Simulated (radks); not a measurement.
Values are calculated unless marked as measured or tabulated.
Orbital eigenvalues (eV) of the antimony ion Sb26+, [Ar] 3d7, at several levels of relativity; Dirac values are averaged over j with weights 2j + 1. Spin-unpolarised spherical Kohn-Sham, LDA (Slater exchange, Perdew-Wang correlation), point nucleus unless stated (finite: rms radius 4.6802 fm), a radial shooting solver on a logarithmic mesh with Libxc functionals. A level marked "c x" has the speed of light scaled by that factor and shares open shells by 2j + 1; other Dirac levels either fill j = l - 1/2 first or share by 2j + 1.

shell	non-rel.	scalar-rel.	scalar-rel., finite nucleus	Dirac, low j first	change of magnitude, last against first (%)
1s	-30128	-31268	-31266	-31246	+3.71
2s	-5298.8	-5583.0	-5582.7	-5577.7	+5.26
2p	-5034.0	-5119.1	-5119.1	-5120.5	+1.72
3s	-1710.8	-1778.9	-1778.8	-1777.8	+3.92
3p	-1603.5	-1627.9	-1627.9	-1628.1	+1.54
3d	-1411.6	-1409.4	-1409.4	-1408.4	-0.22
4s (empty)	-819.60	-843.05	-843.03	-842.72	+2.82
4p (empty)	-776.23	-785.47	-785.47	-785.57	+1.20
